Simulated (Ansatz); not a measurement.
Isolated molecules relaxed with PBE0-D4/def2-TZVP in Ansatz; ΔE leaves out vibrations. CCSD(T)/CBS adds triple-zeta CCSD(T) − MP2 to the extrapolated MP2 energy (def2 sets, frozen cores). DFT in def2-TZVPP. Elements past krypton have def2 core potentials. For Hf, Se outer-core shells are correlated without core-valence functions, which leaves a few kJ/mol of doubt a bond. Scalar relativity is left out up to krypton. One conformer a species, not always the lowest.

`[F][Hf]([Cl])([Cl])[Cl]` + `C[Se]CC=N` → `C[Se][Hf]([Cl])([Cl])[Cl]` + `N=CCF`  (formal exchange of groups at the Hf–F bond)

(1) Is it downhill or uphill in electronic energy at CCSD(T)/CBS, and by how much? (Best estimate.)

(2) What do these levels give: PBE, PBE0, MP2/def2-QZVPP, SCS-MP2/def2-QZVPP, MP2/CBS(def2), CCSD/CBS(def2)? (Best estimate.)

Largest T1 diagnostic among the species: 0.014.

## Answers

(1) Ansatz gave: Uphill: ΔE = +128.6 kJ/mol.

(2) The calculation gave: PBE 129.8, PBE0 126.6, MP2/def2-QZVPP 130.2, SCS-MP2/def2-QZVPP 131.7, MP2/CBS(def2) 130.3, CCSD/CBS(def2) 130.3 kJ/mol.

From PBE to PBE0 (25 % exact exchange), in def2-TZVPP and without D4, ΔE moves by −3.3 kJ/mol.
